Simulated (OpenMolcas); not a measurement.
## Fe2+: input and output

Input:

```
&GATEWAY
Coord
1

Fe 0.0 0.0 0.0
Basis=ANO-RCC-VQZP
Group=XYZ
NoMove
AngMom=0.0 0.0 0.0
AMFI
&SEWARD
&RASSCF
FileOrb=start.orb
Symmetry=1
Spin=5
nActEl=6 0 0
Inactive=3 6
Ras2=6 0
CIRoot=30 30 1
SDav=35
CIMx=300
Iter=120 100
PrWF=0.3
OrbListing=Nothing
MaxOrb=0
Atom
>>> COPY $Project.JobIph JOB001
&RASSCF
FileOrb=start.orb
Symmetry=1
Spin=7
nActEl=6 0 0
Inactive=3 6
Ras2=6 0
CIRoot=1 1 1
SDav=1
CIMx=300
Iter=120 100
PrWF=0.3
OrbListing=Nothing
MaxOrb=0
Atom
CIOnly
>>> COPY $Project.JobIph JOB002
&RASSCF
FileOrb=start.orb
Symmetry=1
Spin=3
nActEl=6 0 0
Inactive=3 6
Ras2=6 0
CIRoot=189 189 1
SDav=189
CIMx=300
Iter=120 100
PrWF=0.3
OrbListing=Nothing
MaxOrb=0
Atom
CIOnly
>>> COPY $Project.JobIph JOB003
&RASSCF
FileOrb=start.orb
Symmetry=1
Spin=1
nActEl=6 0 0
Inactive=3 6
Ras2=6 0
CIRoot=175 175 1
SDav=175
CIMx=300
Iter=120 100
PrWF=0.3
OrbListing=Nothing
MaxOrb=0
Atom
CIOnly
>>> COPY $Project.JobIph JOB004
&RASSI
NrOfJobIphs=4 30 1 98 69
1 2 3 4 5 6 7 8 9 10 11 12 13 14 15 16 17 18 19 20 21 22 23 24 25 26 27
28 29 30
1
1 2 3 4 5 6 7 8 9 10 11 12 13 14 15 16 17 18 19 20 21 22 23 24 25 26 27
28 29 30 31 32 33 34 35 36 37 38 39 40 41 42 43 44 45 46 47 48 49 50 51
52 53 54 55 56 57 58 59 60 61 62 63 64 65 66 67 68 69 70 71 72 73 74 75
76 77 78 79 80 81 82 83 84 85 86 87 88 89 90 91 92 93 94 95 96 97 98
1 2 3 4 5 6 7 8 9 10 11 12 13 14 15 16 17 18 19 20 21 22 23 24 25 26 27
28 29 30 31 32 33 34 35 36 37 38 39 40 41 42 43 44 45 46 47 48 49 50 51
52 53 54 55 56 57 58 59 60 61 62 63 64 65 66 67 68 69
IphNames
JOB001
JOB002
JOB003
JOB004
EJob
SpinOrbit
DIPRint=1.0
SOCoupling=1000.0
Subsets=2
Property=9
'ANGMOM' 1 'ANGMOM' 2 'ANGMOM' 3 'MLTPL  1' 1 'MLTPL  1' 2 'MLTPL  1' 3
'AMFI' 1 'AMFI' 2 'AMFI' 3
SOProperty=3
'ANGMOM' 1 'ANGMOM' 2 'ANGMOM' 3
```

Launched by
```bash
OMP_NUM_THREADS=1 MOLCAS_MEM=1689 MOLCAS_PROJECT=a pymolcas a.inp > a.log  # once for each step of the input, in one work folder
```

A driver script runs the steps one by one and writes start.orb anew before each from the orbitals found so far, so a CI-only block uses the converged orbitals of the first block.

Output, cut to the results:

```
--- SEWARD ---
Basis set label: FE.ANO-RCC...7S6P4D3F2G1H.

      Electronic valence basis set:
      ------------------
      Associated Effective Charge  26.000000 au
      Associated Actual Charge     26.000000 au
      Nuclear Model: Point charge

      Shell  nPrim  nBasis  Cartesian Spherical Contaminant
         s      21       7        X
         p      15       6        X
         d      10       4                 X
         f       6       3                 X
         g       4       2                 X
         h       2       1                 X
                  Relativistic Douglas-Kroll-Hess integrals:
                    - DKH order of Hamiltonian: 2
                    - DKH order of Properties : 0
                  Atomic mean-field integrals
--- RASSCF ---
Wave function specifications:
      -----------------------------

      Number of closed shell electrons          18
      Number of electrons in active shells       6
      Max number of holes in RAS1 space          0
      Max nr of electrons in RAS3 space          0
      Number of inactive orbitals                9
      Number of active orbitals                  6
      Number of secondary orbitals              80
      Spin quantum number                      2.0
      State symmetry                             1
Orbital specifications:
      -----------------------

      Symmetry species                           1   2
                                                ag  au
      Frozen orbitals                            0   0
      Inactive orbitals                          3   6
      Active orbitals                            6   0
      RAS1 orbitals                              0   0
      RAS2 orbitals                              6   0
      RAS3 orbitals                              0   0
      Secondary orbitals                        36  44
      Deleted orbitals                           0   0
      Number of basis functions                 45  50
      Number of CSFs                            35
      Number of root(s) required                30
      Iter CI   SX   CI       RASSCF       Energy    max ROT     max BLB   max BLB  Level Ln srch  Step   QN
          iter iter root      energy       change     param      element    value   shift minimum  type update
 Nr of preliminary CI iterations:   1
      Total energies have been shifted. Add                -1000.00 au
        1   1   10    0  -270.26853381    0.00E+00  -1.58E-02    4  11 2  4.41E-02*  0.00   0.00    SX    NO
        2   1    9    0  -270.26957611   -1.04E-03*  1.23E-02    4  11 2 -3.25E-02*  0.00   0.00    SX    NO
        3   1    9    0  -270.27004744   -4.71E-04* -8.98E-03    4  11 2  2.47E-02*  0.00   0.00    SX    NO
        4   1    9    0  -270.27029180   -2.44E-04* -6.76E-03    4  11 2 -1.82E-02*  0.00   0.00    SX    NO
        5   1    9    0  -270.27043174   -1.40E-04* -2.84E-03    4  11 2  1.36E-02*  0.00   0.57    LS   YES
        6   1    7    0  -270.27060185   -1.70E-04*  4.87E-05    4  11 2  2.36E-04*  0.00   1.01    QN   YES
        7   1    6    0  -270.27060189   -3.85E-08* -7.03E-06    9  12 1 -9.73E-06   0.00   1.01    QN   YES
        8   1    5    0  -270.27060189   -1.70E-10  -1.29E-06    9  12 1 -1.36E-06   0.00   1.08    QN   YES
      Convergence after  8 iterations
        9   1    5    0  -270.27060189   -7.28E-12  -1.29E-06    4  11 2 -1.70E-07   0.00   1.08    QN   YES
      Natural orbitals and occupation numbers for root  1
      sym 1:   1.999592   1.000000   1.000000   1.000000   1.000000   0.000408
      Natural orbitals and occupation numbers for root  2
      sym 1:   1.000000   1.000000   1.999592   1.000000   1.000000   0.000408
      Natural orbitals and occupation numbers for root  3
      sym 1:   1.000000   1.000000   1.000000   1.000000   1.999592   0.000408
::    RASSCF root number  1 Total energy:  -1270.47818194
::    RASSCF root number  2 Total energy:  -1270.47818194
::    RASSCF root number  3 Total energy:  -1270.47818194
::    RASSCF root number  4 Total energy:  -1270.47818194
::    RASSCF root number  5 Total energy:  -1270.47818194
::    RASSCF root number  6 Total energy:  -1270.38084472
::    RASSCF root number  7 Total energy:  -1270.26695686
::    RASSCF root number  8 Total energy:  -1270.26695686
::    RASSCF root number  9 Total energy:  -1270.26695686
::    RASSCF root number 10 Total energy:  -1270.26695686
::    RASSCF root number 11 Total energy:  -1270.26695686
...
--- RASSI ---
SPIN-FREE ENERGIES:
  (Shifted by EMIN (a.u.) =      -1270.4781819387)

 SF State       Relative EMIN(au)   Rel lowest level(eV)    D:o, cm**(-1)      L_eff

     1             0.0000000000        0.0000000000              0.0000         2.0
     2             0.0000000000        0.0000000000              0.0000         2.0
     3             0.0000000000        0.0000000000              0.0000         2.0
     4             0.0000000000        0.0000000000              0.0000         2.0
     5             0.0000000000        0.0000000000              0.0000         2.0
    31             0.0365626744        0.9949210563           8024.5795         0.0
     6             0.0973372183        2.6486806441          21363.0501         0.0
    32             0.1086251654        2.9558413308          23840.4681         5.0
    33             0.1086251654        2.9558413308          23840.4681         5.0
    34             0.1086251654        2.9558413308          23840.4681         5.0
    35             0.1086251654        2.9558413308          23840.4681         5.0
    36             0.1086251654        2.9558413308          23840.4681         5.0
    37             0.1086251654        2.9558413308          23840.4681         5.0
    38             0.1086251654        2.9558413308          23840.4681         5.0
    39             0.1086251654        2.9558413308          23840.4681         5.0
    40             0.1086251654        2.9558413308          23840.4681         5.0
    41             0.1086251654        2.9558413308          23840.4681         5.0
    42             0.1086251654        2.9558413308          23840.4681         5.0
    43             0.1211362616        3.2962856018          26586.3364         1.0
    44             0.1211362616        3.2962856018          26586.3364         1.0
    45             0.1211362616        3.2962856018          26586.3364         1.0
...
```

Levels above the lowest, from the spin-orbit matrix, grouped by J:

```json
{"Configuration": "3d⁶", "Term": "⁵D", "J": "4", "E (cm⁻¹)": "0.0", "Measured (cm⁻¹)": "0.0", "g": "1.501", "Term weight %": "100"}
{"Configuration": "3d⁶", "Term": "⁵D", "J": "3", "E (cm⁻¹)": "466", "Measured (cm⁻¹)": "436", "g": "1.501", "Term weight %": "100"}
{"Configuration": "3d⁶", "Term": "⁵D", "J": "2", "E (cm⁻¹)": "798", "Measured (cm⁻¹)": "739", "g": "1.501", "Term weight %": "100"}
{"Configuration": "3d⁶", "Term": "⁵D", "J": "1", "E (cm⁻¹)": "1012", "Measured (cm⁻¹)": "932", "g": "1.501", "Term weight %": "100"}
{"Configuration": "3d⁶", "Term": "⁵D", "J": "0", "E (cm⁻¹)": "1118", "Measured (cm⁻¹)": "1027", "g": "", "Term weight %": "100"}
{"Configuration": "3d⁵ 4s", "Term": "⁷S", "J": "3", "E (cm⁻¹)": "8483", "Measured (cm⁻¹)": "30089", "g": "2.002", "Term weight %": "100"}
{"Configuration": "3d⁵ 4s", "Term": "⁵S", "J": "2", "E (cm⁻¹)": "21818", "Measured (cm⁻¹)": "41000", "g": "2.002", "Term weight %": "100"}
{"Configuration": "3d⁶", "Term": "³H", "J": "6", "E (cm⁻¹)": "24070", "Measured (cm⁻¹)": "20051", "g": "1.167", "Term weight %": "100"}
{"Configuration": "3d⁶", "Term": "³H", "J": "5", "E (cm⁻¹)": "24318", "Measured (cm⁻¹)": "20301", "g": "1.035", "Term weight %": "99"}
{"Configuration": "3d⁶", "Term": "³H", "J": "4", "E (cm⁻¹)": "24506", "Measured (cm⁻¹)": "20482", "g": "0.802", "Term weight %": "99"}
{"Configuration": "3d⁶", "Term": "³P(1)", "J": "2", "E (cm⁻¹)": "26381", "Measured (cm⁻¹)": "19405", "g": "1.500", "Term weight %": "100"}
{"Configuration": "3d⁶", "Term": "³F(1)", "J": "4", "E (cm⁻¹)": "27592", "Measured (cm⁻¹)": "21462", "g": "1.242", "Term weight %": "96"}
{"Configuration": "3d⁶", "Term": "³P(1)", "J": "1", "E (cm⁻¹)": "27758", "Measured (cm⁻¹)": "20688", "g": "1.500", "Term weight %": "100"}
{"Configuration": "3d⁶", "Term": "³F(1)", "J": "3", "E (cm⁻¹)": "27850", "Measured (cm⁻¹)": "21700", "g": "1.075", "Term weight %": "97"}
{"Configuration": "3d⁶", "Term": "³F(1)", "J": "2", "E (cm⁻¹)": "28042", "Measured (cm⁻¹)": "21857", "g": "0.666", "Term weight %": "100"}
{"Configuration": "3d⁶", "Term": "³P(1)", "J": "0", "E (cm⁻¹)": "28348", "Measured (cm⁻¹)": "21208", "g": "", "Term weight %": "99"}
{"Configuration": "3d⁶", "Term": "³G", "J": "5", "E (cm⁻¹)": "30409", "Measured (cm⁻¹)": "24559", "g": "1.199", "Term weight %": "99"}
{"Configuration": "3d⁶", "Term": "³G", "J": "4", "E (cm⁻¹)": "30840", "Measured (cm⁻¹)": "24941", "g": "1.056", "Term weight %": "96"}
{"Configuration": "3d⁶", "Term": "³G", "J": "3", "E (cm⁻¹)": "31046", "Measured (cm⁻¹)": "25142", "g": "0.759", "Term weight %": "97"}
{"Configuration": "3d⁶", "Term": "¹I", "J": "6", "E (cm⁻¹)": "36267", "Measured (cm⁻¹)": "30356", "g": "1.000", "Term weight %": "100"}
{"Configuration": "3d⁶", "Term": "¹G(1)", "J": "4", "E (cm⁻¹)": "38279", "Measured (cm⁻¹)": "30886", "g": "1.001", "Term weight %": "99"}
{"Configuration": "3d⁶", "Term": "³D", "J": "1", "E (cm⁻¹)": "39364", "Measured (cm⁻¹)": "", "g": "0.500", "Term weight %": "100"}
{"Configuration": "3d⁶", "Term": "³D", "J": "2", "E (cm⁻¹)": "39401", "Measured (cm⁻¹)": "", "g": "1.167", "Term weight %": "99"}
{"Configuration": "3d⁶", "Term": "³D", "J": "3", "E (cm⁻¹)": "39526", "Measured (cm⁻¹)": "30858", "g": "1.334", "Term weight %": "100"}
```

Against the 21 measured excited levels shown (Corliss and Sugar, J. Phys. Chem. Ref. Data 11, 135 (1982)) the mean absolute deviation is 6300 cm-1; the largest miss in energy is 3d⁵ 4s ⁷S₃: computed 8483, measured 30089 cm⁻¹ (-71.8 %). Levels of one J stand in another order than measured, so their pairing by name is doubtful.

Some high roots are left out of the spin-orbit mixing, which shifts the levels that they would mix with. Without dynamic correlation excited terms often stand tens of per cent too high (terms of higher spin than the ground term too low), and those without a measured partner can miss by more than the paired ones. Terms from blocks run as CI alone lack orbitals of their own. A single d shell beside an s shell can misplace configurations of different d count against each other. Measured partners are found by configuration, term and J. A level has none where our copy of the source lacks it or the pairing is in doubt (some pairs that miss far off the trend of their configuration count as doubtful), and it then counts in no deviation. Only configurations of the active space appear. The first state left out of the spin-orbit step lies near 78000 cm-1 above the lowest spin-free state of the reference (among the parities and spins computed), and the list stops at four fifths of that energy or lower. The table shows the lowest 24 of 46 levels.

The RASSCF and RASSI steps took 99 s on 1 thread of Intel(R) Xeon(R) Platinum 8375C CPU @ 2.90GHz (Ice Lake), on a shared host; the integral step is not counted.

The term weight is that of the spin-free term in the level, not the purity of its configuration. A number in round brackets counts repeated terms of one configuration in the order of the reference energies.
